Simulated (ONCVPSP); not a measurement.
Pseudopotential generation for S: ONCV, BLYP, scalar-relativistic.

- Element: sulfur (S)
- Generator: ONCVPSP 4.0.1
- Type: optimised norm-conserving Vanderbilt (ONCV)
- Functional: BLYP
- Relativity: scalar-relativistic
- Frozen core: [Ne]
- Valence charge: 6
- Reference configuration: 3s2 3p4
- Partial waves: 3s: rc 1.45 bohr, ncon 5, nbas 9, qcut 4.4 1/bohr, 2 projectors, debl 3.3 Ha; 3p: rc 1.25 bohr, ncon 4, nbas 8, qcut 7.6 1/bohr, 1 projector; d scattering state at 0.03 Ha: rc 1.10 bohr, ncon 3, nbas 7, qcut 9.3 1/bohr, 2 projectors, debl 2.4 Ha
- Local potential: polynomial inside 0.85 bohr (lpopt 5, dvloc0 0 Ha)
- Core correction: polynomial model core, fcfact 0.75

* Cutoffs needed: 23 Ha and 86 Ha (the cutoffs (Ha) at which the residual kinetic energy of the hardest occupied pseudo-wave falls to 1 and 0.1 mHa per electron)
* Ghost test: no bound ghost flagged; GHOST(+) flagged for s at 139.1 eV
* Largest excitation error: +128 meV (all-electron minus pseudo) for 3s2 3p0, out of 4 test configurations
* rms error of d²Exc/dni dnj: 2.49 mHa without and 0.18 mHa with the model core
